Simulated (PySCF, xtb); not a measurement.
C₂H₆AlFO, SMILES CC[O][AlH][F].

GFN2-xTB (xtb) at its own geometry gives an orbital gap of 5.09 eV and a dipole moment of 2.67 D.

Coordinates come from a B3LYP-D3(BJ)/def2-SVP optimisation. The structure was generated by enumeration; whether it is a known compound was not checked. Other conformers were not sampled.

### Question
What does HF/def2-TZVP (PySCF) give? (The exact figures need the calculation; the answer reports its results.)

### Answer
gap 14.12 eV (levels -12.07 and 2.06 eV), dipole 2.69 D.
